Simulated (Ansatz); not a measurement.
`[SeH][SiH]1BS1` → B• + 3 H• + S• + Se• + Si•  (atomization)

Computed with Ansatz on PBE0-D4/def2-TZVP structures; ΔE is electronic, products minus reactants. CCSD(T)/CBS adds triple-zeta CCSD(T) − MP2 to the extrapolated MP2 energy (def2 sets, frozen cores). This one scheme is used for every species, atoms too. Functionals use def2-TZVPP. HSE06 is defined as in plane-wave codes. Open shells (•) are unrestricted, without spin–orbit coupling. Spin–orbit coupling would lower the free atoms: a little for B, S, Si; clearly for Se. For Se outer-core shells are correlated without core-valence functions, so the limit isn't a true one: a few kJ/mol of doubt a bond, and 10 to 20 or more in all where bonds break to atoms. Scalar relativity is left out up to krypton. Each species was taken in one conformer, which may not be the lowest.

`[SeH][SiH]1BS1`:

```xyz
7

Se   -2.116    0.481   -0.525
Si    0.115    0.133   -0.368
B     1.070    0.211    1.303
S     0.830   -1.489    0.887
H    -2.217   -0.224   -1.810
H     0.739    0.132   -1.709
H     1.579    0.755    2.223
```

Question: What is ΔE at CCSD(T)/CBS? (Estimate.)

Answer: The calculation gave: +2189.3 kJ/mol.

Question: What do these levels give: r2SCAN0-D4, HSE06-D4, r2SCAN, SCS-MP2/def2-TZVPP, HF/def2-QZVPP, MP2/def2-QZVPP? (Best estimate.)

Answer: Computed: r2SCAN0-D4 2188.1, HSE06-D4 2207.8, r2SCAN 2222.0, SCS-MP2/def2-TZVPP 2135.7, HF/def2-QZVPP 1555.1, MP2/def2-QZVPP 2202.9 kJ/mol.

Largest T1 diagnostic among the species: 0.014.

From r2SCAN to r2SCAN0 (25 % exact exchange), in def2-TZVPP and without D4, ΔE moves by −39.6 kJ/mol: exact exchange takes away binding that semilocal exchange gives to molecules. Leaving LDA and LC-ωPBE aside and taking each functional with its dispersion term where it has one, the values, not all of them listed here, spread over 119.7 kJ/mol, from BHLYP-D4 to PBE-D4. LDA lies +309.1 kJ/mol from PBE without D4, its usual overbinding.

For atomizations the MP2-based limit and the directly extrapolated one differ by several kJ/mol either way, and by 10 to 25 for some Ge, Se and Sn compounds, so smaller differences from it don't rank the levels.
